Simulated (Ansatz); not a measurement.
Ideal-gas functions of FH3NNbO2 (`[NH]=[Nb]([OH])([OH])[F]`) at 600 K and 1 bar, from an Ansatz frequency run at PBE0-D4/def2-TZVP.

Molar mass 160.93 g/mol, point group Cs (symmetry number 1), electronic degeneracy 1, moments of inertia 155.471, 159.171, 177.599 u Å². Harmonic wavenumbers (cm⁻¹, unscaled): 182, 195, 214, 234, 237, 386, 397, 494, 497, 599, 627, 675, 727, 746, 1029, 3657, 3930, 3933.

Use S(trans) = R[1.5 ln M + 2.5 ln T − 1.1517]; rotational temperatures θ = 24.2544 K / I; S(rot) = R[ln(√π/σ · √(T³/θAθBθC)) + 1.5]; for each mode x = 1.438777 ν̃/T, S = R[x/(eˣ − 1) − ln(1 − e⁻ˣ)] and H = RT x/(eˣ − 1); 1 cm⁻¹ = 0.0119627 kJ/mol; R = 8.31446 J/(mol·K).

Problem. By hand: the entropy, in J/(mol·K).

Solution. Translation 186.8. Rotation: θ = 0.156, 0.1524, 0.1366 K, giving 120.8. Vibration, mode by mode: 15.27, 14.71, 13.95, 13.23, 13.12, 9.25, 9.03, 7.38, 7.33, 5.98, 5.67, 5.16, 4.67, 4.51, 2.64, 0.01, 0.01, 0.01, in all 131.9. Electronic 0.0. Sum 439.5 J/(mol·K).

Problem. By hand: H − E and G − E in kJ/mol, counted from the electronic energy.

Solution. Zero-point energy ½ × 18759 × 0.0119627 = 112.2; thermal vibration 41.5; translation, rotation and pV give 4 RT = 20.0. H − E = 173.7 kJ/mol, and G − E = 173.7 − 600 × 439.5/1000 = -90.0 kJ/mol.

Vibration gives 30 % of the entropy. The sum counts one conformer and one mirror image; others add a mixing term.
